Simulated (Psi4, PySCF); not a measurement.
Here is a job for PySCF.
```python
from pyscf import gto, scf, dft

mol = gto.Mole()
mol.atom = '''
    O     0.14434248   -0.71865049    0.06704672
    C    -0.00735297    0.66567307   -0.15110874
    C     1.41359214   -1.20072338   -0.00771175
    C    -1.46730800    1.03482609    0.05751251
    H     0.63533161    1.22500290    0.54554056
    H     0.30787533    0.91508609   -1.17552643
    H     2.24302783   -0.52408483    0.10334617
    H     1.49766945   -2.23160741    0.27195205
    H    -2.09236672    0.47669124   -0.63408957
    H    -1.77138668    0.79098958    1.07190966
    H    -1.60847770    2.09847161   -0.11165822
'''
mol.basis = '6-31g**'
mol.spin = 1
mol.verbose = 4
mol.build()

mf = dft.UKS(mol)
mf.xc = 'revpbe'
mf.grids.atom_grid = (99, 590)
mf.grids.prune = None
mf.kernel()
```

**Question.** Give the equivalent Psi4 input.

**Answer.** One answer among several that fit: 
```
memory 2 GB

molecule {
0 2
  O     0.14434248   -0.71865049    0.06704672
  C    -0.00735297    0.66567307   -0.15110874
  C     1.41359214   -1.20072338   -0.00771175
  C    -1.46730800    1.03482609    0.05751251
  H     0.63533161    1.22500290    0.54554056
  H     0.30787533    0.91508609   -1.17552643
  H     2.24302783   -0.52408483    0.10334617
  H     1.49766945   -2.23160741    0.27195205
  H    -2.09236672    0.47669124   -0.63408957
  H    -1.77138668    0.79098958    1.07190966
  H    -1.60847770    2.09847161   -0.11165822
}

set basis 6-31g**
set reference uks
set scf_type pk
set puream true
set d_convergence 1e-8
set dft_radial_points 99
set dft_spherical_points 590

energy('revpbe')
print_variables()
```

Both were run: PySCF gave -193.620080 Eh and Psi4 -193.620080 Eh, 0.000 mEh apart.
